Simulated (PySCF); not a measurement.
Bonding in `C#CCP(CP)C(=O)OC`

C6H10O2P2.
Numbering: `[CH:1]#[C:2][CH2:3][P:4]([CH2:5][PH2:6])[C:7](=[O:8])[O:9][CH3:10]` (hydrogens: H11 on C1; H12, H13 on C3; H14, H15 on C5; H16, H17 on P6; H18, H19, H20 on C10)

Geometry (GFN2-xTB, Å), atoms numbered from 1 in this order:
```
atom  x, y, z in Å
C1    -0.8369   -2.4627    0.6991
C2    -0.8172   -1.8480   -0.3288
C3    -0.7815   -1.0542   -1.5312
P4    -0.4117    0.7523   -1.1772
C5    -1.7092    1.1046    0.0990
P6    -1.2099    2.7216    0.8906
C7     0.9300    0.4156    0.0562
O8     0.9171    0.7181    1.2172
O9     1.9256   -0.1955   -0.5748
C10    3.0634   -0.5491    0.2053
H11   -0.8559   -3.0246    1.5846
H12   -0.0038   -1.4203   -2.2079
H13   -1.7447   -1.0937   -2.0504
H14   -1.7120    0.3141    0.8562
H15   -2.6924    1.1796   -0.3710
H16   -1.7053    3.5071   -0.1538
H17   -2.4004    2.8650    1.6074
H18    2.7996   -1.3410    0.9089
H19    3.4213    0.3185    0.7621
H20    3.8187   -0.8970   -0.4946
```

Bond orders from the PBE0/pcSseg-1 density (PySCF). Isolated species at its GFN2-xTB geometry (one conformer only).

Task: Where do the orders between heavy atoms depart from those drawn in the SMILES?

Result: The largest departure is 0.446, at C1–C2 (drawn triple, 2.554). Drawn single, order below 0.88: P4–C7 (0.857) and O9–C10 (0.858). Drawn double or triple, more than 0.30 short of the drawn order: C1–C2 (2.554).

Task: Set the Mayer orders of the bonds between heavy atoms beside their lengths.

Result: 
| bond | drawn as | length (Å) | Mayer order |
| --- | --- | --- | --- |
| C1–C2 | triple | 1.198 | 2.554 |
| C2–C3 | single | 1.441 | 1.064 |
| C3–P4 | single | 1.878 | 0.945 |
| P4–C5 | single | 1.854 | 0.966 |
| C5–P6 | single | 1.868 | 0.966 |
| P4–C7 | single | 1.853 | 0.857 |
| C7–O8 | double | 1.200 | 1.901 |
| C7–O9 | single | 1.328 | 1.087 |
| O9–C10 | single | 1.424 | 0.858 |

By pair of heavy elements: C–C: lowest C2–C3 (1.064, 1.441 Å), highest C1–C2 (2.554, 1.198 Å). C–P: lowest P4–C7 (0.857, 1.853 Å), highest P4–C5 and C5–P6 (0.966, 1.854 Å); in 2 of the 6 pairs the longer bond (by over 0.003 Å) has the higher order (by 0.02 or more). C–O: lowest O9–C10 (0.858, 1.424 Å), highest C7–O8 (1.901, 1.200 Å). Bonds named together lie within 0.004.

Task: And the bonds to hydrogen?

Result: C–H: 0.90 to 1.15 (8 bonds); H–P: 0.94 (2 bonds).

Task: Sum the orders of all bonds at each heavy atom with more than one neighbour and set the sums beside the valence in the SMILES.

Result: C1 3.699 (drawn 4), C2 3.618 (drawn 4), C3 3.831 (drawn 4), P4 2.768 (drawn 3), C5 3.774 (drawn 4), P6 2.850 (drawn 3), C7 3.845 (drawn 4), O9 1.945 (drawn 2), C10 3.754 (drawn 4). Orders between atoms that aren't bonded are not in these sums.

The Mayer order sums products of elements of PS (density times overlap matrix) between the two atoms' basis functions, so it depends on the basis set.
